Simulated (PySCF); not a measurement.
**BeP⁻ at PBE0**

Level: PBE0. PySCF, no relativity, basis sets Be aug-cc-pVDZ, P aug-cc-pV(D+d)Z.

For BeP⁻, the state is ³Π (triplet), unpaired electrons σ ↑, π ↑ and the bond length is 3.718 bohr. The harmonic wavenumber is 730 cm⁻¹. The force constant is 2.19 mdyn/Å, the rotational constant Be is 0.6239 cm⁻¹ and the anharmonicity ωexe is 5.13 cm⁻¹. The vibration–rotation constant αe is 0.00586 cm⁻¹. The well depth De to Be + P⁻ is 2.69 eV, the dissociation energy D0 is 2.65 eV and the bond order (Mayer) is 1.67. The dipole moment (positive dipole points towards P; it is taken about the centre of mass and depends on that origin) is 1.58 D.

For an ion De counts to the pair picked by the measured ionisation energies or electron affinities, which need not be the lowest pair at this level. The state was picked by a PBE0 search and need not be the measured ground state.
